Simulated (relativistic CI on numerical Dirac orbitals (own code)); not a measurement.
Hyperfine structure of W24+, mass number 183

Calculated at this level of theory: Dirac-Coulomb-Breit CI, orbitals from a KLI potential per configuration, a model potential for QED, unscaled Slater integrals (own radial code, finite nucleus).

Configurations in the expansion (outside the closed core [Ar] 3d10 4p6 4d10): 4s²4f⁴, 4s²4f³5s, 4s²4f²5s², 4s²4f³5p, 4s²4f²5s5p, 4s²4f²5p², 4s²4f³5d, 4s²4f²5s5d, 4s²4f²5p5d, 4s²4f³5f, 4s²4f³6s, 4s²4f³6p, 4s4f³5s². Levels of other configurations are missing.

Nuclear spin I = 1/2, μ = 0.11739 μN (tables of Stone and Pyykkö). The electronic factors are computed for point nuclear moments, without core polarisation or the Bohr-Weisskopf and QED corrections.

```csv
Level,E (cm⁻¹),A (MHz)
4s²4f⁴ ⁵I4,0.0,944.1
4s²4f⁴ ⁵I5,13500.3,738
4s²4f⁴ ⁵I6,25384.7,640.5
4s²4f⁴ ⁵I7,35345.8,603.4
4s²4f⁴ ⁵F1,43526.2,1656
4s²4f⁴ ⁵I8,43816.9,592.4
4s²4f⁴ ⁵F3,50629.2,608.2
4s²4f⁴ ³K6,57470.0,753
```

Levels with J = 0, under 50 % of one LS term, or S terms without an open s electron are left out. Small factors come from cancelling terms and can be off by tens of per cent or more.

At this charge energies of transitions that change n are usually good to better than 1 %, and those within a shell (Δn = 0) to a few per cent. Terms inside the open d or f shell come out 10 to 20 % too wide with unscaled integrals.

Problem. Give the hyperfine levels of 4s²4f⁴ ⁵I4 relative to its centre of gravity.

Solution. With K = F(F + 1) − I(I + 1) − J(J + 1), E = AK/2: F = 7/2: -2360, F = 9/2: 1888 MHz.

LS names give the leading component of a level, which can be under half, so a name can repeat, a term be missing and a line seem to break the LS rules.
